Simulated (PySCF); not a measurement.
Ge₂H₆O. Atoms are numbered in the order given.

```xyz
9

Ge     1.6082     0.0000     0.0624
O      0.0000     0.0000    -0.6924
Ge    -1.6082     0.0000     0.0624
H      2.6151     0.0000    -1.0964
H      1.7633     1.2633     0.9352
H      1.7633    -1.2633     0.9352
H     -1.7633    -1.2633     0.9352
H     -2.6151     0.0000    -1.0964
H     -1.7633     1.2633     0.9352
```

Geometry: PBE0-D3(BJ)/def2-SVP.

The numbers are results of PBE0-D3(BJ)/def2-SVP (PySCF), not measurements.

Frequencies are harmonic and unscaled.

Computed normal modes with their intensities:
```
mode  ν (cm⁻¹)  IR (km/mol)  moving atoms (share of kinetic energy)
----  --------  -----------  --------------------------------------
1           44          2.8                          H 57 %, O 40 %
2           63          0.0                                 H 100 %
3          108          0.6                 Ge 61 %, O 27 %, H 12 %
4          469          2.7                 O 42 %, Ge 41 %, H 17 %
5          621          0.0                                  H 93 %
6          624          0.0                                  H 95 %
7          659         88.9                          H 83 %, O 13 %
8          682         83.1                          H 74 %, O 21 %
9          811        728.0                 H 61 %, O 28 %, Ge 11 %
10         869          0.0                                  H 99 %
11         874        105.6                                  H 99 %
12         876          6.8                                  H 98 %
13         878         62.2                                  H 98 %
14         904         54.1                                  H 97 %
15         946         13.8                          O 59 %, H 39 %
16        2139          0.0                                  H 98 %
17        2139         31.4                                  H 99 %
18        2145        293.2                                  H 98 %
19        2149        130.7                                  H 99 %
20        2183        107.8                                  H 99 %
21        2186        106.6                                  H 99 %
```
